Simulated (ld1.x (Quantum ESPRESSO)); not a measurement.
# V (Z = 23): one change to an RRKJ potential, before and after

```
Element                 : V (Z = 23)
Generator               : ld1.x (Quantum ESPRESSO) 7.5
Type                    : norm-conserving RRKJ (Kleinman–Bylander form)
Functional              : LDA (PZ)
Relativity              : scalar-relativistic
Frozen core             : [Ne]
Valence charge          : 13
Reference configuration : 3s2 3p6 3d3 4s1 4p0 (charge +1)
Partial waves           : 3p (bound): rc 1.35 bohr; 3d (bound): rc 2.15 bohr; 3s (bound): rc 0.85 bohr
Local potential         : the s channel
Core correction         : none
rho0                    : 0.001
```

Occupied shells without a wave of their own: 4s. They enter only through the test configuration that unscreens the potential.

Change: wave 3s (bound): rc 0.85 bohr becomes 3s (bound): rc 1.28 bohr.

Cutoffs: the cutoffs (Ry, on a coarse ladder) from which the occupation-weighted sum of valence levels, in a spherical-Bessel basis at the reference potential, stays within 10 and 1 mRy of its value at 400 Ry; they do not see the model core or the augmentation charge, which bear on the density cutoff. Errors are all-electron minus pseudo energies relative to the spin-unpolarised reference configuration.

Task: Predict the effect on cutoff, ghosts and configuration errors.

Result: The potential gets softer (140 Ry and 260 Ry → 80 Ry and 120 Ry); the miss of the reference levels goes from 0.05 to 0.33 eV; of the 9 tests that both files solve, the error grows in 8 and shrinks in 0 by more than 15 % and 0.3 meV (median size 58.5 → 279.0 meV); the range in which the s phases agree narrows (upper end at the end of the scan → -1.2); the range in which the p phases agree narrows (upper end at the end of the scan → -0.1); neither file shows a bound ghost. A larger radius leaves more room for a smooth pseudo-wave, so fewer plane waves are needed. More of the atom is replaced by a form fitted at one configuration, so other configurations suffer.

```tsv
quantity	base	changed
cutoff, loose	140 Ry	80 Ry
cutoff, tight	260 Ry	120 Ry
loose cutoff by channel (10 mRy a level)	p 40 Ry, d 35 Ry, s 140 Ry	p 40 Ry, d 35 Ry, s 50 Ry
bound ghosts	none	none
largest miss of a reference level, eV	0.05	0.33
error for 3s2 3p6 3d3 4s2 4p0, meV [ΔE -7.94 eV]	+37	+255
error for 3s2 3p6 3d3 4s0 4p0, meV [ΔE 14.55 eV]	-58	-430
error for 3s2 3p6 3d2 4s0 4p0, meV [ΔE 43.70 eV]	+79	-484
error for 3s2 3p6 3d2 4s2 4p1, meV [ΔE -2.03 eV]	+278	+664
error for 3s2 3p6 3d3 4s0 4p1, meV [ΔE 4.18 eV]	-37	-279
error for 3s2 3p6 3d3.5 4s1.5 4p0, meV [ΔE -7.91 eV]	+20	+118
error for 3s2 3p6 3d3 4s1 4p1, meV [ΔE -4.53 eV]	+8.1	+50
error for 3s2 3p6 3d3 4s1 4p0 (spin-polarised), meV [ΔE -2.37 eV]	+203	+220
error for 3s2 3p6 3d3 4s2 4p0 (spin-polarised), meV [ΔE -9.57 eV]	+233	+447
s: phases at 2.36 bohr within 0.05 rad from the reference energy up to (Ry; the scan ends near 5)	to the end of the scan	-1.2
p: phases at 2.36 bohr within 0.05 rad from the reference energy up to (Ry; the scan ends near 5)	to the end of the scan	-0.1
d: phases at 2.36 bohr within 0.05 rad from the reference energy up to (Ry; the scan ends near 5)	0.6	0.6
```

Base: The 4s level has no wave, so the channel is fitted at the deeper level alone: the likely source of the large errors. Changed file: The 4s level has no wave, so the channel is fitted at the deeper level alone: the likely source of the large errors.
